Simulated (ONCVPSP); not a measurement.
**Scattering properties, ONCV potential for carbon (C)**

- Element: carbon
- Generator: ONCVPSP 4.0.1
- Type: optimised norm-conserving Vanderbilt (ONCV)
- Functional: PBEsol
- Relativity: scalar-relativistic
- Frozen core: [He]
- Valence charge: 4
- Reference configuration: 2s1.5 2p2.5
- Partial waves: 2s: rc 1.30 bohr, ncon 4, nbas 8, qcut 4.3 1/bohr, 1 projector; 2p: rc 1.50 bohr, ncon 4, nbas 8, qcut 4.4 1/bohr, 2 projectors, debl 0.6 Ha
- Local potential: polynomial inside 1.30 bohr (lpopt 5, dvloc0 0 Ha)
- Core correction: Teter function, fcfact 4, rcfact 1.55

The phase is arctan(r·R′/R) of the radial function R(r), unwrapped; energies in Ha, scanned from -2 to 5 Ha. A pole is an energy at which the radial function vanishes at the test radius. The pseudo phase is shifted by a multiple of π to meet the all-electron one at the reference energy, and phase errors are pseudo minus all-electron; the curves can meet again beyond the range given. Levels narrower than the energy grid can be missing from the lists of poles.

Q: For each channel, where are the poles, and over which energies does the pseudopotential scatter like the atom?

A:

```json
{"channel": "s", "radius (bohr)": "1.32", "reference energy (Ha)": "-0.51", "poles, all-electron": "2.29", "poles, pseudo": "2.03", "unbroken range about the reference energy with phases within 0.05 rad": "below 2.6", "phase error 1 Ha above the reference energy (rad)": "-0.005"}
{"channel": "p", "radius (bohr)": "1.52", "reference energy (Ha)": "-0.20", "poles, all-electron": "1.06", "poles, pseudo": "1.06", "unbroken range about the reference energy with phases within 0.05 rad": "below 3.1", "phase error 1 Ha above the reference energy (rad)": "-0.000"}
```

Phases in the s channel:

```tsv
E (Ha)	all-electron	pseudo
-1.98	0.514	0.503
-1.80	0.378	0.367
-1.62	0.216	0.206
-1.44	0.030	0.022
-1.26	-0.170	-0.176
-1.08	-0.371	-0.374
-0.90	-0.557	-0.559
-0.72	-0.721	-0.721
-0.54	-0.858	-0.858
-0.36	-0.972	-0.972
-0.18	-1.066	-1.067
0.00	-1.144	-1.145
0.18	-1.208	-1.211
0.36	-1.263	-1.267
0.54	-1.310	-1.316
0.72	-1.351	-1.358
0.90	-1.387	-1.395
1.08	-1.418	-1.429
1.26	-1.446	-1.460
1.44	-1.472	-1.488
1.62	-1.496	-1.515
1.80	-1.518	-1.540
1.98	-1.538	-1.565
2.16	-1.558	-1.589
2.34	-1.576	-1.613
2.52	-1.594	-1.638
2.70	-1.611	-1.665
2.88	-1.629	-1.692
3.06	-1.645	-1.723
3.24	-1.663	-1.758
3.42	-1.680	-1.798
3.60	-1.698	-1.846
3.78	-1.717	-1.907
3.96	-1.736	-1.986
4.14	-1.757	-2.095
4.32	-1.779	-2.253
4.50	-1.803	-2.494
4.68	-1.829	-2.853
4.86	-1.859	-3.295
```
